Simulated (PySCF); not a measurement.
Input for PySCF: R-M06-2X/6-31G* on BGeH5O (SMILES O[BH][GeH3]), a point of a torsion scan.

```python
from pyscf import gto, scf, dft, mp
from pyscf.data.elements import chemcore

mol = gto.M(
    atom='''
    O     1.58242898    0.76388191   -0.17338127
    B     0.87845421   -0.31595499    0.13426125
    Ge   -1.12635156   -0.06109164   -0.00632695
    H     2.54104964    0.73215119   -0.15067475
    H     1.39953129   -1.33154495    0.43794804
    H    -1.66850406   -0.15149563   -1.39943280
    H    -1.62610586    1.27657622    0.43608221
    H    -1.99900798   -1.02425956    0.73855046
    ''',
    basis='6-31g*',
    cart=True,
    charge=0, spin=0, verbose=3, max_memory=1800)
mf = dft.RKS(mol, xc='m062x')
mf.conv_tol = 1e-8
mf.max_cycle = 100
mf.kernel()
if not mf.converged:
    mf = mf.newton().run(mf.mo_coeff, mf.mo_occ)
```

It printed:

```
converged SCF energy = -2179.75176970674
```

Self-consistency was reached.

Cost: very roughly 10 core-seconds.
